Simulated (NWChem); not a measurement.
System: SiNH5Te; SMILES N[Te][SiH3]

The following NWChem deck was run.

```
start job
memory heap 200 mb stack 900 mb global 1100 mb
geometry units angstroms noautoz
  Te    -0.337779     0.506231    -0.014412
  N      1.618760     1.169736     0.003907
  H      2.108802     0.808991    -0.814063
  H      2.091966     0.813191     0.833544
  Si     0.131159    -1.960039    -0.004476
  H      0.902110    -2.352227     1.215259
  H      0.931015    -2.355522    -1.204366
  H     -1.180887    -2.676064    -0.019069
end
basis spherical
  * library def2-svpd
end
ecp
  Te library def2-ecp
end
dft
  xc b3lyp
  iterations 150
end
tddft
  cis
  nroots 6
  notriplet
end
task tddft energy
```

Structure relaxed at the PBE0/def2-SVP level. Not confirmed as a minimum by frequencies. B3LYP is NWChem's, with the RPA form of VWN correlation. def2 effective core potentials on Te; no spin-orbit coupling.

Vertical excitations in the gas phase.

**Question.** Give the results of this calculation. (B3LYP/def2-SVPD with def2 effective core potentials on Te, TDA.) Quantities: lowest excitation, singlet (eV); oscillator strength of that lowest state; lowest state with f > 0.02, singlet (eV); oscillator strength of that bright state; orbital gap (eV).

**Answer.** 
* **lowest excitation, singlet (eV)**: 3.48
* **oscillator strength of that lowest state**: 0.002
* **lowest state with f > 0.02, singlet (eV)**: 5.23
* **oscillator strength of that bright state**: 0.031
* **orbital gap (eV)**: 4.50
